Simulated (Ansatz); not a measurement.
Molecule: AuCl (charge -1, doublet). The spin state was set by rule; other spins were not relaxed. 
Structure (B3LYP-D3(BJ)/def2-TZVP (Ansatz, a first-principles code) minimum search):
```xyz
2

Au     0.0000     0.0000    -0.4370
Cl     0.0000     0.0000     2.0305
```
Charge -1, spin multiplicity 2.

Task: Give the harmonic wavenumbers at B3LYP-D3(BJ)/def2-TZVP (Ansatz, finite differences of forces, unscaled).

Result: 219 cm⁻¹. Zero-point energy 0.3 kcal/mol.

Task: From these and the geometry, give the ideal-gas thermochemistry at 298.15 K and 1 atm (rigid rotor, harmonic oscillator).

Result: Point group C∞v, rotational symmetry number 1. Rotational constants 2.763, 2.763 GHz. S(trans) 42.23, S(rot) 17.32, S(vib) 1.97, S(elec, spin only) 1.38, S 62.9 cal/(mol K). H(298) - H(0) 2.41 kcal/mol; G - E(el) -16.0 kcal/mol.
